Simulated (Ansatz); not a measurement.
Two isomers of C3H7FSi: A = `FC[SiH]1CC1`, B = `CC(C)[Si]F`.

Computed with Ansatz on PBE0-D4/def2-TZVP structures; ΔE is electronic, products minus reactants. CCSD(T)/CBS is the MP2 limit (def2-TZVPP, def2-QZVPP) plus CCSD(T) − MP2 in def2-TZVPP, frozen cores. Functionals use def2-TZVPP. B3LYP here is the variant with VWN-RPA as its local correlation; programs differ in this. One conformer a species, not always the lowest.

(1) Which is lower in electronic energy at CCSD(T)/CBS, and by how much? (An estimate is asked.)

(2) Give E(B) − E(A) in kcal/mol with PBE-D4, ωB97M-V, B3LYP, B3LYP-D4, HF/def2-TZVPP, PBE0-D4, CCSD(T)/def2-TZVPP. (Best estimate.)

Largest T1 diagnostic: 0.012.

Results:

(1) The calculation gave: B, by 44.5 kcal/mol.

(2) The calculation gave: PBE-D4 -39.0, ωB97M-V -43.8, B3LYP -42.4, B3LYP-D4 -43.7, HF/def2-TZVPP -45.2, PBE0-D4 -39.3, CCSD(T)/def2-TZVPP -44.5. None reverses the order clearly.

The D4 term adds −1.3 kcal/mol with B3LYP and −0.7 kcal/mol with PBE0; it sums over pairs of atoms, weighted by their polarisabilities, and B3LYP, whose exchange is more repulsive, gets the larger term. In def2-TZVPP, CCSD(T) changes the Hartree–Fock value by +0.7 kcal/mol (the triples alone add +0.7 kcal/mol) and MP2 by +1.6 kcal/mol.
